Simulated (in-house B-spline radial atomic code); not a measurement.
Radial electron density of Ga VIII (Ga7+), [Ne] 3s2 3p4 3d6 5f1 5g1. Level of theory: non-relativistic Hartree-Fock, average of configuration, point nucleus; calculated with a radial B-spline atomic code at the basis-set limit.

Columns: r (bohr), 4πr²n(r) (electrons per bohr), bar.

```
 0.00227    1.149 #
  0.0028    1.692 ##
 0.00345    2.468 ###
 0.00425    3.564 ####
 0.00524    5.095 #####
 0.00646    7.181 #######
 0.00797    9.956 ##########
 0.00982    13.48 ##############
  0.0121    17.79 ##################
  0.0149     22.7 #######################
  0.0184    27.94 ############################
  0.0227    32.75 #################################
   0.028    36.25 #####################################
  0.0345     37.6 ######################################
  0.0426    36.45 #####################################
  0.0525    33.49 ##################################
  0.0647    30.58 ###############################
  0.0798    30.14 ###############################
  0.0984    33.52 ##################################
   0.121     39.2 ########################################
    0.15    43.23 ############################################
   0.184    41.23 ##########################################
   0.227    33.13 ##################################
    0.28    23.98 ########################
   0.346    19.72 ####################
   0.426    20.91 #####################
   0.526    22.18 #######################
   0.648    18.86 ###################
   0.799    11.87 ############
   0.985    5.396 #####
    1.21    1.845 ##
     1.5   0.5419 #
    1.85   0.2652 
    2.28   0.3503 
    2.81   0.6292 #
    3.46   0.7482 #
    4.27   0.4849 
    5.26   0.1565 
    6.49  0.02184 
       8 0.001142 
    9.87 1.76e-05 
    12.2 5.677e-08
```

On this grid the curve has 4 maxima, near 0.0345, 0.15, 0.526, 3.46 bohr.

The 3d radial function P(r) = rR(r), positive near the nucleus:

```tsv
r (bohr)	P
0.0149	0.001318
0.0227	0.004312
0.0345	0.01349
0.0525	0.0401
0.0798	0.1098
0.121	0.2675
0.184	0.5635
0.28	0.9694
0.426	1.272
0.648	1.166
0.985	0.6611
1.5	0.1852
2.28	0.01777
```
